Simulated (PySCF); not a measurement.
## Distorted geometries of Eu(SH)3

Eu(SH)3 (singlet in the valence; each metal's 4f electrons, 6 of them, lie in its core potential, out of spins and levels). PySCF 2.14.0, RKS TPSS, Eu lcecp-1-SVP with ECP52, S def2-SVP, H def2-SVP; non-relativistic Hamiltonian with scalar-relativistic core potentials where named; density fitting; no spin-orbit coupling. Relaxed geometry:

```xyz
7

Eu    0.0000    0.0000    0.9233
S     2.5997    0.4072    0.9797
H     2.9350   -0.9112    0.9842
S    -1.6525    2.0477    0.9797
H    -0.6784    2.9974    0.9842
S    -0.9472   -2.4550    0.9797
H    -2.2566   -2.0862    0.9842
```

Task: Order these distorted geometries by energy above the relaxed one, lowest first.
A.
```xyz
7

Eu    0.0098   -0.0230    0.6300
S     2.5557    0.5294    1.0735
H     2.9466   -0.8782    0.8159
S    -1.7064    1.8330    1.2210
H    -0.6560    3.1161    0.9929
S    -0.8850   -2.4727    1.0725
H    -2.2647   -2.1046    1.0092
```
B.
```xyz
7

Eu    0.0166    0.0055    0.8957
S     2.5882    0.4271    0.9957
H     2.8966   -0.9186    0.9819
S    -1.7196    1.9832    0.9734
H    -0.6685    3.0223    0.9872
S    -0.9015   -2.4224    0.9852
H    -2.2118   -2.0971    0.9958
```
C.
```xyz
7

Eu    0.0044   -0.0226    0.9196
S     2.5572    0.4164    0.9758
H     2.9194   -0.8965    1.0221
S    -1.6239    2.0623    0.9797
H    -0.6692    3.0178    0.9801
S    -0.9114   -2.4765    0.9628
H    -2.2765   -2.1009    0.9749
```

Result: C (0.05 eV), B (0.16 eV), A (0.98 eV).

Task: Which forces (eV/Å) act in the one that lies 0.16 eV up?

Result: 
```
Eu  -0.22  0.26 -0.01
S    0.36 -0.41  0.00
H   -0.09  0.45  0.01
S    1.54  1.52  0.02
H   -1.51 -1.50 -0.02
S    0.17 -0.41  0.00
H   -0.24  0.09  0.00
```
Forces carry noise of the integration grid, about 0.01 to 0.03 eV/Å.

No frequency check is given that shows the relaxed geometry to be a minimum. An lcecp potential fixes the number of 4f electrons, so in runs with it no electron can move into or out of that shell.
